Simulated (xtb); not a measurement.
xtb input:

```bash
xtb mol.xyz --gfn 2 --sp --chrg 0 --uhf 0
```
mol.xyz:
```
9

O      0.57105535    -0.18321906     1.66627899
Si    -0.21673388    -0.17383245     0.23541279
O     -0.52071387    -1.73954226    -0.12438609
O     -1.66363288     0.59504709     0.23260729
S      1.01101136     0.87592653    -1.15834808
H      0.35965656    -0.90148694     2.27035676
H     -1.08191642    -1.92711893    -0.88118122
H     -1.66887992     1.54537189     0.37424330
H      2.15556371     0.32377757    -0.72162990
```

Problem. Predict the final energy.

Solution. -19.37517 Eh (GFN2-xTB).
